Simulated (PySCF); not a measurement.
[Ti(Cl)(Br)3], neutral singlet in the gas phase. 

Cartesian coordinates (Å):
```xyz
5

Ti     0.0155     0.0175     0.0521
Cl     1.4694    -0.9828     1.3143
Br     1.0931     0.9694    -1.7788
Br    -1.0583     1.6872     1.2684
Br    -1.5603    -1.5222    -0.7001
```
Charge 0, multiplicity 1.

All levels are single points at this geometry (BP86-D3(BJ)/def2-SVP); Pople sets use spherical d functions. Orbital energies aren't observables, and empty levels follow the basis.

```json
[
 {"level": "B3LYP-D3(BJ)/def2-TZVP in PySCF", "HOMO (eV)": "-8.52", "LUMO (eV)": "-4.00", "gap (eV)": "4.52", "dipole (D)": "0.18", "vertical IE, Delta-SCF (eV)": "–"},
 {"level": "TPSSh-D3(BJ)/def2-TZVP in PySCF", "HOMO (eV)": "-8.16", "LUMO (eV)": "-4.27", "gap (eV)": "3.89", "dipole (D)": "0.18", "vertical IE, Delta-SCF (eV)": "–"},
 {"level": "B3LYP/6-311+G** (LANL2DZ on Br, Ti) in PySCF", "HOMO (eV)": "-8.75", "LUMO (eV)": "-4.49", "gap (eV)": "4.25", "dipole (D)": "0.00", "vertical IE, Delta-SCF (eV)": "–"},
 {"level": "B3LYP/6-31G* (LANL2DZ on Ti) in PySCF", "HOMO (eV)": "-8.59", "LUMO (eV)": "-4.29", "gap (eV)": "4.31", "dipole (D)": "0.34", "vertical IE, Delta-SCF (eV)": "10.55"},
 {"level": "B3LYP/LANL2DZ in PySCF", "HOMO (eV)": "-8.81", "LUMO (eV)": "-4.56", "gap (eV)": "4.25", "dipole (D)": "0.45", "vertical IE, Delta-SCF (eV)": "–"},
 {"level": "PBE/6-31G* (LANL2DZ on Ti) in PySCF", "HOMO (eV)": "-7.65", "LUMO (eV)": "-4.78", "gap (eV)": "2.87", "dipole (D)": "0.33", "vertical IE, Delta-SCF (eV)": "–"},
 {"level": "SVWN5/6-31G* (LANL2DZ on Ti) in PySCF", "HOMO (eV)": "-7.80", "LUMO (eV)": "-4.92", "gap (eV)": "2.87", "dipole (D)": "0.30", "vertical IE, Delta-SCF (eV)": "–"},
 {"level": "HF/3-21G in PySCF", "HOMO (eV)": "-11.78", "LUMO (eV)": "-0.98", "gap (eV)": "10.80", "dipole (D)": "0.69", "vertical IE, Delta-SCF (eV)": "–"},
 {"level": "HF/6-31G* (LANL2DZ on Ti) in PySCF", "HOMO (eV)": "-11.72", "LUMO (eV)": "-0.98", "gap (eV)": "10.75", "dipole (D)": "0.37", "vertical IE, Delta-SCF (eV)": "–"}
]
```
